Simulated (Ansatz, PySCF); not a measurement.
Torsion H3–Si1–S2–H4 in H2SSi (SMILES [SiH]S); at each angle all else is relaxed with GFN2-xTB, and the levels are single points there.
Geometry at 180° (charge 0, multiplicity 1):
```xyz
4

Si     0.99158     0.69712    -0.44289
S     -0.98701     0.46528     0.41424
H      1.49631    -0.50772     0.24721
H     -1.53233     1.52977    -0.16080
```

On the grid 0° to 330°, 90° is the highest and 180° the lowest point at CCSD(T)/CBS(cc-pV(T+d)Z, cc-pV(Q+d)Z).

Correlated levels freeze the cores. CBS(a, b) extrapolates the correlation energy as X⁻³ and adds the Hartree–Fock energy of set b.

Run with Ansatz (Gaussian orbitals); PySCF for the dispersion terms. 

PBE/def2-TZVPP gives 19.77 kcal/mol for the energy at 90° less that at 180°.

Task: Where do these levels fall relative to PBE: PBE-D3(BJ)/def2-TZVPP, r2SCAN/def2-TZVPP, B3LYP/def2-TZVPP, wB97M-V/def2-TZVPP, MP2/CBS(cc-pV(T+d)Z, cc-pV(Q+d)Z), CCSD(T)/CBS(cc-pV(T+d)Z, cc-pV(Q+d)Z).

Result: PBE-D3(BJ)/def2-TZVPP 0.00; r2SCAN/def2-TZVPP 0.23; B3LYP/def2-TZVPP -1.09; wB97M-V/def2-TZVPP -1.73; MP2/CBS(cc-pV(T+d)Z, cc-pV(Q+d)Z) -1.50; CCSD(T)/CBS(cc-pV(T+d)Z, cc-pV(Q+d)Z) -2.14 kcal/mol. 1 of 6 lie above PBE; the widest gap is to CCSD(T)/CBS(cc-pV(T+d)Z, cc-pV(Q+d)Z).

Ansatz is a quantum-chemistry and plane-wave program.
